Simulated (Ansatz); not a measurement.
CH2InNO at its PBE0-D4/def2-TZVP geometry, where that method's forces vanish. Total charge 0; spin multiplicity 1. In: def2 effective core potential.

```xyz
6

C    -0.3231   -1.0376   -0.0443
N    -0.2769   -0.5223    1.1420
In    0.3608    1.2286    0.2720
O    -0.0114   -0.3899   -1.1403
H    -0.6395   -2.0814   -0.1731
H     0.8901    2.8026   -0.0563
```

(1) What forces (eV/Å) does r2SCAN-D4/def2-TZVPP give on these atoms in Ansatz? (An estimate is asked.)

Results:

(1) The calculation gave: 
```
C1  -0.052 -0.175 -0.037
N2  -0.048 -0.020  0.430
In3  0.045  0.154  0.036
O4   0.054  0.045 -0.404
H5  -0.002 -0.007 -0.007
H6   0.003  0.003 -0.019
```
